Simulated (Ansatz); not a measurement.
Reaction (cleavage of the Zn–B bond): `[CH3][Zn][BH]F` + PH₃ → `[CH3][Zn][PH2]` + `BF`

Isolated molecules relaxed with PBE0-D4/def2-TZVP in Ansatz; ΔE leaves out vibrations. CCSD(T)/CBS adds triple-zeta CCSD(T) − MP2 to the extrapolated MP2 energy (def2 sets, frozen cores). This one scheme is used for every species. DFT in def2-TZVPP. B3LYP here is the variant with VWN-RPA as its local correlation; programs differ in this. For Zn outer-core shells are correlated without core-valence functions, which leaves a few kJ/mol of doubt a bond. Scalar relativity is left out up to krypton. One conformer a species, not always the lowest.

`[CH3][Zn][BH]F`:

```xyz
8

C    -1.383    0.374    1.071
Zn    0.121   -0.033   -0.104
B     1.723   -0.466   -1.394
F     2.914   -0.783   -0.896
H    -2.334    0.098    0.607
H    -1.305   -0.170    2.017
H    -1.424    1.441    1.304
H     1.689   -0.461   -2.604
```

PH₃:

Cartesian coordinates in Å:
```
P 0.083 -0.366 0.443
H -1.192 0.156 0.099
H 0.397 -0.694 -0.903
H 0.711 0.904 0.361
```

`[CH3][Zn][PH2]`:

Cartesian coordinates in Å:
```
C 0.012 0.331 1.686
Zn 0.249 -0.028 -0.212
P 0.590 -0.446 -2.435
H 0.033 -0.599 2.261
H -0.947 0.822 1.871
H 0.806 0.980 2.061
H -0.422 0.482 -2.814
H -0.321 -1.541 -2.418
```

`BF`:

Cartesian coordinates in Å:
```
B -0.010 -0.014 0.047
F 0.258 0.347 -1.191
H -0.278 -1.163 0.249
H 0.030 0.830 0.895
```

CCSD(T)/CBS gives -87.6 kJ/mol.

Problem. Another level gave -89.7 kJ/mol. Which?
A. PBE-QIDH/def2-TZVPP
B. r2SCAN/def2-TZVPP
C. B3LYP/def2-TZVPP
D. RPA@PBE/def2-TZVPP

Solution. A. PBE-QIDH -89.7, r2SCAN -85.1, B3LYP -80.8, RPA@PBE/def2-TZVPP -75.0 kJ/mol.

Largest T1 diagnostic among the species: 0.014.

From PBE to PBE0 (25 % exact exchange), in def2-TZVPP and without D4, ΔE moves by −5.3 kJ/mol. Leaving LDA and LC-ωPBE aside and taking each functional with its dispersion term where it has one, the values, not all of them listed here, spread over 10.8 kJ/mol, from PBE-QIDH to BLYP-D4. At CCSD(T), def2-SVP lies +13.2 kJ/mol from the extrapolated value and def2-TZVPP +4.4 kJ/mol.

CCSD(T)/CBS has its own doubt, a few kJ/mol and more with outer-core shells, so smaller differences from it don't rank the levels.
